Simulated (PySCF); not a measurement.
A calculated (PBE0, PySCF 2.14, aug-cc-pVTZ-DK, scalar relativity by spin-free X2C-1e) atom or ion has these occupied shells.

```json
{"shell": "1s β", "electrons": "1", "orbital energy (eV)": "-21981.3", "rms radius, mean of both spins (bohr)": "0.0384"}
{"shell": "1s α", "electrons": "1", "orbital energy (eV)": "-21981.3", "rms radius, mean of both spins (bohr)": "0.0384"}
{"shell": "2s α", "electrons": "1", "orbital energy (eV)": "-3179.1", "rms radius, mean of both spins (bohr)": "0.158"}
{"shell": "2s β", "electrons": "1", "orbital energy (eV)": "-3178.8", "rms radius, mean of both spins (bohr)": "0.158"}
{"shell": "2p α", "electrons": "3", "orbital energy (eV)": "-2846.6", "rms radius, mean of both spins (bohr)": "0.140"}
{"shell": "2p β", "electrons": "3", "orbital energy (eV)": "-2846.3", "rms radius, mean of both spins (bohr)": "0.140"}
{"shell": "3s α", "electrons": "1", "orbital energy (eV)": "-566.21", "rms radius, mean of both spins (bohr)": "0.430"}
{"shell": "3s β", "electrons": "1", "orbital energy (eV)": "-566.06", "rms radius, mean of both spins (bohr)": "0.430"}
{"shell": "3p α", "electrons": "3", "orbital energy (eV)": "-455.98", "rms radius, mean of both spins (bohr)": "0.434"}
{"shell": "3p β", "electrons": "3", "orbital energy (eV)": "-455.80", "rms radius, mean of both spins (bohr)": "0.434"}
{"shell": "3d α", "electrons": "5", "orbital energy (eV)": "-278.26", "rms radius, mean of both spins (bohr)": "0.420"}
{"shell": "3d β", "electrons": "5", "orbital energy (eV)": "-277.94", "rms radius, mean of both spins (bohr)": "0.420"}
{"shell": "4s α", "electrons": "1", "orbital energy (eV)": "-78.618", "rms radius, mean of both spins (bohr)": "1.09"}
{"shell": "4s β", "electrons": "1", "orbital energy (eV)": "-77.017", "rms radius, mean of both spins (bohr)": "1.09"}
{"shell": "4p α", "electrons": "3", "orbital energy (eV)": "-47.673", "rms radius, mean of both spins (bohr)": "1.22"}
{"shell": "4p β", "electrons": "3", "orbital energy (eV)": "-45.777", "rms radius, mean of both spins (bohr)": "1.22"}
{"shell": "4d α", "electrons": "5", "orbital energy (eV)": "-4.875", "rms radius, mean of both spins (bohr)": "2.04"}
{"shell": "4d β", "electrons": "3", "orbital energy (eV)": "-3.809", "rms radius, mean of both spins (bohr)": "2.04"}
```

(1) Name the element and its charge.

Answers

(1) Ru (ruthenium, neutral), in [Kr] 4d8, high-spin 3F determinant (an excited configuration).
